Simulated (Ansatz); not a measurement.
Single points on the cluster Cs3I2.

```yaml
crystal:
  periodic: [false, false, false]
  atoms:
    - {symbol: Cs, position_ang: [-1.974304, 3.024281, 0.347317]}
    - {symbol: Cs, position_ang: [-2.941789, -2.123713, -0.046708]}
    - {symbol: Cs, position_ang: [2.817920, -0.515523, -0.182002]}
    - {symbol: I, position_ang: [0.473033, -3.261888, -0.283475]}
    - {symbol: I, position_ang: [1.625150, 2.876842, 0.164878]}
basis:
  gaussian: {orbitals: def2-TZVP, initial_orbitals: start.molden}
magnetization: {spin_polarized: true, initial_magnetization: 1}
hamiltonian: {xc: pbe, dispersion: d4}
scf: {omitted_lower_state_checks: [starts]}
output: {forces: true, orbitals: {seedname: orbitals}}
```

The file start.molden holds the orbitals of an earlier run on this structure, at another level or in another basis.

```sh
$ ansatz run in.yaml --threads 4 --pin off --events-out ev --progress --plain --max-ram 4787MiB
```

Output, abridged:

```
Functional definition: PBE
1688 factors; their error is unknown
mean field evaluation 1: about -17853.1012 eV, gradient 4.2e0 eV
mean field evaluation 2: about -17853.1672 eV, gradient 1.0e-1 eV
mean field evaluation 4: about -17853.1500 eV, gradient 3.0e-3 eV
mean field -17853.14995996 eV, -656.0911597290 hartree, gradient 1.4e-5 eV, S^2 0.750102; 0 other end points of the search recorded, 0 dependent functions left out
reference -17853.15005507 eV, -656.0911632242 hartree; 39, 38 occupied and 148, 149 virtual orbitals, 1688 factors
Total energy: -17853.28833160 eV, -656.0962447930 hartree
Atom 0 at    -1.974304     3.024281     0.347317 Å, force     0.061399    -0.015936    -0.004263 eV/Å
Atom 1 at    -2.941789    -2.123713    -0.046708 Å, force     0.063378    -0.006987    -0.002924 eV/Å
Atom 2 at     2.817920    -0.515523    -0.182002 Å, force    -0.062640     0.011350     0.004882 eV/Å
Atom 3 at     0.473033    -3.261888    -0.283475 Å, force    -0.023904     0.044646     0.003716 eV/Å
Atom 4 at     1.625150     2.876842     0.164878 Å, force    -0.038232    -0.033073    -0.001411 eV/Å
Dipole moment:    -0.599891     0.110660     0.026886 e Å
Checks for a lower state left out: starts
```

Hardware: 4 threads of Arm Neoverse V2 on a shared host. Wall time 8.5 s.

As the first input, with `hamiltonian: {xc: {name: PBE-QIDH}}` and without the key `output` (abridged; 18 s):

```
Functional definition: PBE-QIDH
mean field -17827.96267756 eV, -655.1655441732 hartree, gradient 4.1e-6 eV, S^2 0.750186
8 core orbitals not correlated: weight in the atoms' cores, before any rotation towards them, 1.000 or more for the frozen orbitals, at most 0.000 for the correlated occupied ones
second order -39.30792605 eV of doubles, -0.00000000 eV of singles
Total energy: -17841.06535339 eV, -655.6470586286 hartree
Checks for a lower state left out: starts
```

The first input with `hamiltonian: {xc: r2scan, dispersion: d4}`, `output: {orbitals: {seedname: orbitals}}` (abridged; 21 s):

```
Functional definition: r2SCAN
mean field -17860.69679991 eV, -656.3685009816 hartree, gradient 1.7e-5 eV, S^2 0.750287
Total energy: -17860.72408763 eV, -656.3695037868 hartree
Checks for a lower state left out: starts
```

As the first input, with `gaussian: {orbitals: def2-SVP, initial_orbitals: start.molden}`, `output: {orbitals: {seedname: orbitals}}` (abridged; 5.5 s):

```
Functional definition: PBE
mean field -17852.59348332 eV, -656.0707095897 hartree, gradient 1.0e-5 eV, S^2 0.750102
Total energy: -17852.73183787 eV, -656.0757940253 hartree
Checks for a lower state left out: starts
```

First input, but with `gaussian: {orbitals: def2-SVP, initial_orbitals: start.molden}`, `correlation: {method: ccsd_t}`, `scf: {omitted_lower_state_checks: [starts, cluster_reference]}`, `output: {orbitals: {seedname: orbitals}}` and without the key `hamiltonian` (abridged; 3.1 min):

```
Functional definition: HF
mean field evaluation 16: about -17772.4866 eV, gradient 1.9e-4 eV
mean field -17772.48664888 eV, -653.1268377222 hartree, gradient 5.3e-6 eV, S^2 0.750282
8 core orbitals not correlated: weight in the atoms' cores, before any rotation towards them, 1.000 or more for the frozen orbitals, at most 0.000 for the correlated occupied ones
second order -9.76337203 eV of doubles, -0.00000000 eV of singles
cycle   1  -10.25594351 eV  change   -4.9e-1 eV  update   7.5e-2
cycle   2  -10.46697515 eV  change   -2.1e-1 eV  update   2.9e-2
cycle   3  -10.49080893 eV  change   -2.4e-2 eV  update   1.5e-2
cycle   4  -10.48455540 eV  change    6.3e-3 eV  update   7.7e-3
cycle   5  -10.48343161 eV  change    1.1e-3 eV  update   2.7e-3
cycle   6  -10.48385002 eV  change   -4.2e-4 eV  update   1.2e-3
cycle   7  -10.48392878 eV  change   -7.9e-5 eV  update   5.0e-4
cycle   8  -10.48394150 eV  change   -1.3e-5 eV  update   2.0e-4
cycle   9  -10.48396072 eV  change   -1.9e-5 eV  update   7.9e-5
cycle  10  -10.48395296 eV  change    7.8e-6 eV  update   3.5e-5
perturbative correction -0.18726354 eV, -0.0068818082 hartree
Total energy: -17783.15786538 eV, -653.5189976955 hartree
Checks for a lower state left out: starts, cluster_reference
```

First input, but with `gaussian: {orbitals: def2-SVP, initial_orbitals: start.molden}`, `hamiltonian: {xc: pbe0, dispersion: d4}`, `output: {orbitals: {seedname: orbitals}}` (abridged; 8.5 s):

```
Functional definition: PBE0
mean field -17853.69852462 eV, -656.1113191084 hartree, gradient 3.0e-5 eV, S^2 0.750113
Total energy: -17853.82315009 eV, -656.1158990100 hartree
Checks for a lower state left out: starts
```

The first input with `hamiltonian: {xc: {name: r2SCANh}, dispersion: d4}`, `output: {orbitals: {seedname: orbitals}}` (abridged; 24 s):

```
Functional definition: r2SCANh
mean field -17859.62492658 eV, -656.3291103633 hartree, gradient 1.4e-5 eV, S^2 0.750260
Total energy: -17859.65875561 eV, -656.3303535571 hartree
Checks for a lower state left out: starts
```

Geometry: PBE-D4/def2-SVP.

In the def2 sets Cs, I take a core potential; there is no spin–orbit coupling. Correlated methods freeze 8 core orbitals; core or outer-core shells of Cs, I are correlated, in sets that lack core-valence functions. Another isomer (doublet) lies 0.21 eV lower at PBE0-D4/def2-TZVP; other spin states weren't run for this one.
